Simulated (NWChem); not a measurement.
System: SiNH₄OF; SMILES N[SiH](F)O

```xyz
8

Si     0.0801     0.0276    -0.3705
N      0.5306    -1.4698     0.2823
O      0.9604     1.1875     0.4093
F     -1.4801     0.4405    -0.1321
H      0.2457    -0.0149    -1.8421
H      0.4198    -2.3385    -0.2238
H      0.6931    -1.6055     1.2724
H      0.5343     2.0452     0.4960
```
Atoms are numbered in this order, from 1.

Computed with NWChem. All runs use the structure optimised with PBE0/def2-SVP. Level: PBE0/def2-SVP with SMD (1 M gas to 1 M solution), gas-phase geometry. Reactions with the solvent are ignored.

Q: What does the run give for solvent n-hexane? Quantities: solvation free energy (kcal/mol); cavity-dispersion-structure term (kcal/mol); dipole in solution (D).

A: 
* **solvation free energy (kcal/mol)**: -2.8
* **cavity-dispersion-structure term (kcal/mol)**: 0.2
* **dipole in solution (D)**: 0.99
